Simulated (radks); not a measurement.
Te IX, configuration [Kr] 4d8 (the NIST ground configuration).

All-electron calculation, Dirac Kohn-Sham, PBE, spin-unpolarised, spherical densities, finite nucleus; open shells are shared between the two j in proportion to 2j + 1; Fermi nuclear charge, rms radius 4.7423 fm. Program: a radial shooting solver on a logarithmic mesh with Libxc functionals.

Energy parts (eV):
total: -184451.748
kinetic: 195084.944
electron-nucleus: -442542.654
Hartree: 67684.290
exchange-correlation: -4678.327

Orbitals (lengths in bohr, moments of r in powers of bohr; <r^-3> diverges for s and p1/2):
\begin{tabular}{lrrr}
orbital & occ. & eigenvalue (eV) & <r^-3> \\ \hline
1s1/2 & 2 & -31733.42 & - \\
2s1/2 & 2 & -4973.432 & - \\
2p1/2 & 2 & -4668.058 & - \\
2p3/2 & 4 & -4393.533 & 4907 \\
3s1/2 & 2 & -1090.587 & - \\
3p1/2 & 2 & -965.0431 & - \\
3p3/2 & 4 & -913.7749 & 935.7 \\
3d3/2 & 4 & -692.4657 & 149.0 \\
3d5/2 & 6 & -681.7322 & 138.2 \\
4s1/2 & 2 & -284.9957 & - \\
4p1/2 & 2 & -241.1254 & - \\
4p3/2 & 4 & -230.8880 & 187.6 \\
4d3/2 & 3.2 & -159.5384 & 23.94 \\
4d5/2 & 4.8 & -157.8434 & 22.10 \\
\end{tabular}

The highest occupied level is 4d5/2 at -157.84 eV. For comparison, the ionisation energy in NIST's Atomic Spectra Database is 167 eV (theoretical). In exact Kohn-Sham theory the highest level is minus the ionisation energy, but local and semilocal functionals leave it too shallow, through self-interaction and a potential that decays too fast; potentials with the right tail come closer. Summed over all electrons, <r^2> = 15.24 bohr^2, which gives a Langevin (diamagnetic) susceptibility term of -12.1 x 10^-6 cm^3/mol.

Beside tabulated values, note that spin-unpolarised runs miss the spin-polarisation part of the exchange energy of open shells.
